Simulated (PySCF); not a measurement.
Compound: In(nPr)3, C9H21In.
Bonds: In1–C2, In1–C12, In1–C22, C2–C3, C3–C4, C12–C13, C13–C14, C22–C23, C23–C24. Hydrogens: H5, H6 on C2; H7, H8 on C3; H9, H10, H11 on C4; H15, H16 on C12; H17, H18 on C13; H19, H20, H21 on C14; H25, H26 on C22; H27, H28 on C23; H29, H30, H31 on C24.

Computed by this run: PBE0-D3(BJ)/def2-SVP geometry optimisation, gas phase, def2 core potentials past Kr in PySCF 2.14.0; density fitting, grid level 1; the optimiser is geomeTRIC in internal coordinates, started from a GFN2-xTB structure with every atom displaced at random (about 0.03 Å).

Step 0: E = -14829.4636 eV
```
atom  x, y, z in Å  |  force x, y, z in eV/Å
In1     0.0062   -0.0273    0.3482   -1.167   0.714  -0.033
C2      2.2082    0.0336    0.2861   -0.781   0.673  -0.142
C3      2.7112   -0.0858    1.6846    3.725   0.544   0.046
C4      4.3991   -0.0740    1.7243   -4.724  -0.562   2.342
H5      2.5668    0.9563   -0.1969   -0.133   0.116   0.080
H6      2.5669   -0.7714   -0.3285    0.275  -0.860  -0.520
H7      2.4365   -1.0138    2.1655   -0.461  -0.517   0.412
H8      2.4536    0.7710    2.3075   -0.518   0.151   0.311
H9      4.6818    0.8584    1.3657    1.067   1.876  -1.108
H10     4.6595   -0.1765    2.7853    0.348  -0.043  -0.017
H11     4.6609   -0.9248    1.1815    1.150  -1.461  -1.289
C12    -1.1731    2.0318    0.3627   -1.658  -2.263  -2.289
C13    -1.5116    2.5396   -1.1141    3.512   0.610   2.765
C14    -2.2253    3.8487   -1.0979    0.395  -0.050  -1.383
H15    -0.6233    2.7401    0.8967    1.356   1.589   0.990
H16    -2.1474    1.9358    0.8796    0.188  -0.297   0.169
H17    -2.0015    1.7934   -1.6426   -1.401  -1.748  -1.290
H18    -0.4934    2.6444   -1.5818   -0.713   0.116  -0.151
H19    -1.6150    4.5850   -0.5890    0.022   0.538   0.363
H20    -2.4077    4.1890   -2.1301    0.089   0.211  -0.040
H21    -3.1946    3.7441   -0.6648   -1.043   0.074   0.842
C22    -1.1741   -1.9882    0.3133   -0.785   3.606  -1.760
C23    -1.2667   -2.4637   -1.1344   -1.264  -3.243   4.140
C24    -2.0471   -3.8230   -1.1114    1.818   0.361  -1.027
H25    -2.1510   -1.7911    0.7545   -0.498   0.264  -0.067
H26    -0.7168   -2.5940    0.9971    1.774  -2.403   1.734
H27    -0.2915   -2.6971   -1.4253    1.943  -0.056  -1.368
H28    -1.7856   -1.7665   -1.6899   -0.989   1.803  -1.901
H29    -3.0340   -3.7283   -0.7370   -1.442   0.369   0.533
H30    -2.1147   -4.1827   -2.1512   -0.047  -0.411   0.101
H31    -1.5377   -4.5737   -0.4643   -0.041   0.302  -0.441
```

Step 1: E = -14830.8969 eV
```
atom  x, y, z in Å  |  force x, y, z in eV/Å
In1    -0.0327    0.0157    0.3506   -0.161   0.109  -0.053
C2      2.1643    0.0606    0.2830   -0.448  -0.083  -0.117
C3      2.7096   -0.0480    1.6930    1.936   0.097  -0.049
C4      4.2905   -0.0495    1.7158   -1.850  -0.075   0.445
H5      2.5055    0.9871   -0.2066   -0.023   0.044   0.057
H6      2.5176   -0.7743   -0.3432    0.044  -0.061   0.038
H7      2.4064   -0.9813    2.1920   -0.327   0.030   0.067
H8      2.4155    0.8104    2.3180   -0.349  -0.080   0.072
H9      4.6371    0.9066    1.3136    0.358  -0.013  -0.229
H10     4.6167   -0.1448    2.7613    0.258  -0.003  -0.007
H11     4.6339   -0.9177    1.1453    0.373   0.060  -0.201
C12    -1.1290    1.9301    0.3583   -0.312  -0.228  -0.361
C13    -1.4263    2.4252   -1.0771    0.793  -0.042   0.840
C14    -2.1762    3.7452   -1.0847   -0.201  -0.148  -0.589
H15    -0.5400    2.6798    0.9047    0.056   0.114   0.051
H16    -2.0849    1.8046    0.8989    0.092  -0.021   0.063
H17    -1.9585    1.6404   -1.6305   -0.232   0.012  -0.184
H18    -0.4479    2.5520   -1.5808   -0.172   0.046  -0.188
H19    -1.5977    4.5272   -0.5748   -0.046   0.047   0.125
H20    -2.3695    4.0901   -2.1161    0.064   0.039   0.038
H21    -3.1630    3.6421   -0.6096    0.024   0.058   0.193
C22    -1.1698   -1.8817    0.3328    0.127   0.754  -0.080
C23    -1.2699   -2.4266   -1.0980   -0.471  -1.066   1.215
C24    -2.0539   -3.7542   -1.1389    0.153   0.392  -0.185
H25    -2.1612   -1.6631    0.7639   -0.047  -0.072  -0.100
H26    -0.6657   -2.5611    1.0309    0.074  -0.327  -0.069
H27    -0.2567   -2.6558   -1.4510    0.119   0.348  -0.460
H28    -1.7937   -1.6982   -1.7248    0.230   0.187  -0.410
H29    -3.0764   -3.6197   -0.7581   -0.074   0.013   0.033
H30    -2.1263   -4.1459   -2.1680    0.012  -0.059   0.067
H31    -1.5590   -4.5058   -0.5065    0.000  -0.072  -0.025
```

**Question.** Estimate the geometry and energy of step 2. (The exact step hangs on the optimiser's Hessian estimate; all steps are aligned on step 1, rigid shifts and turns removed.)

**Answer.** E = -14831.0790 eV, largest force 0.285 eV/Å
```
atom  x, y, z in Å  |  force x, y, z in eV/Å
In1    -0.0343    0.0416    0.3463    0.109  -0.031  -0.022
C2      2.1590    0.0512    0.2892   -0.144  -0.094  -0.032
C3      2.7393   -0.0576    1.6965   -0.030   0.002  -0.015
C4      4.2553   -0.0751    1.7267    0.161   0.004   0.075
H5      2.5041    0.9779   -0.1978    0.015   0.011  -0.014
H6      2.5078   -0.7930   -0.3325   -0.007   0.048   0.021
H7      2.3743   -0.9762    2.1916   -0.077   0.044   0.025
H8      2.3930    0.7903    2.3151   -0.075  -0.048   0.047
H9      4.6646    0.8576    1.3035    0.046  -0.084  -0.032
H10     4.6319   -0.1700    2.7581    0.054   0.008  -0.011
H11     4.6494   -0.9264    1.1468    0.036   0.078  -0.021
C12    -1.1300    1.9259    0.3533    0.035   0.180   0.006
C13    -1.4137    2.4287   -1.0642   -0.063  -0.052   0.026
C14    -2.1991    3.7328   -1.0965   -0.118   0.011  -0.053
H15    -0.5434    2.6846    0.9055   -0.068  -0.071  -0.022
H16    -2.0754    1.7867    0.9049   -0.004   0.013  -0.006
H17    -1.9673    1.6584   -1.6364    0.029   0.070   0.014
H18    -0.4640    2.5790   -1.6068    0.034  -0.035  -0.038
H19    -1.6460    4.5335   -0.5800   -0.028   0.012   0.027
H20    -2.3977    4.0748   -2.1265    0.037  -0.027   0.027
H21    -3.1760    3.6192   -0.5949    0.078   0.020   0.008
C22    -1.1517   -1.8387    0.3291    0.103   0.009   0.064
C23    -1.2560   -2.4287   -1.0779   -0.104  -0.202   0.171
C24    -2.0426   -3.7371   -1.1198   -0.075   0.113   0.012
H25    -2.1542   -1.6363    0.7431   -0.001  -0.071  -0.005
H26    -0.6520   -2.5552    1.0095   -0.094   0.056  -0.072
H27    -0.2409   -2.6248   -1.4715   -0.083   0.141  -0.113
H28    -1.7487   -1.7030   -1.7518    0.153  -0.029  -0.070
H29    -3.0707   -3.5882   -0.7446    0.079  -0.032  -0.021
H30    -2.1136   -4.1462   -2.1404    0.010   0.004  -0.004
H31    -1.5628   -4.4965   -0.4839   -0.010  -0.048   0.027
```

The energy changes by -0.1821 eV. The first-order estimate −F·Δx gives -0.3327 eV and the mean of the old and new forces, exact on a quadratic surface, -0.1784 eV. The step makes an angle of 61° with the force vector and moves no atom by more than 0.057 Å.

What follows is the cost of the whole optimisation. Time: 28 min wall, 62 min CPU; peak memory 1.6 GiB. Hardware: Intel Xeon Platinum 8259CL at 2.50 GHz, 2 threads, no GPU, shared host with 96 logical CPUs at a one-minute load of 53.
